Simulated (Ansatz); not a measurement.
CH₉AlN₂Si, relaxed with RKS PBE0-D4/def2-TZVP in the Gaussian-basis code of Ansatz from a PBE-D4/def2-SVP geometry. The force threshold is 0.005 eV/Å; the program also tests the step.

Total charge 0; spin multiplicity 1. The bonds changed during the relaxation, so this is another structure than the one it started from.

Start:

```xyz
14

N     1.027    1.402    0.259
Si    0.222    0.066    1.289
C    -0.170   -1.069   -0.169
N    -1.487   -1.678   -0.356
Al    0.281    0.468   -1.463
H     0.694    2.360    0.436
H     2.054    1.433    0.322
H    -0.997    0.731    1.875
H     1.199   -0.235    2.409
H     0.629   -1.836   -0.294
H    -2.221   -0.959   -0.375
H    -1.738   -2.331    0.398
H     1.521    0.300   -2.476
H    -1.014    1.349   -1.855
```

Question: How much energy does the relaxation release, and in how many steps? (Best estimate.)

Answer: Computed: 1.98 kcal/mol, in 29 steps, 3 of them rejected.

Question: Which bonds change most? (An estimate is asked.)

Answer: The calculation gave: Si2–Al5 from 2.781 to 2.704 Å; Si2–C3 from 1.888 to 1.846 Å; N1–Si2 from 1.868 to 1.829 Å; Si2–H9 from 1.517 to 1.488 Å.

Question: Give the relaxed structure. (Best estimate.)

Answer: Ansatz gave: 
```xyz
14

N     0.678    1.455    0.289
Si    0.436   -0.087    1.242
C    -0.154   -1.151   -0.146
N    -1.597   -1.389   -0.257
Al    0.452    0.314   -1.432
H    -0.048    2.154    0.392
H     1.570    1.919    0.416
H    -0.525    0.216    2.340
H     1.789   -0.372    1.795
H     0.410   -2.082   -0.250
H    -2.082   -0.647   -0.743
H    -2.059   -1.552    0.627
H     1.915    0.248   -2.064
H    -0.784    0.973   -2.207
```
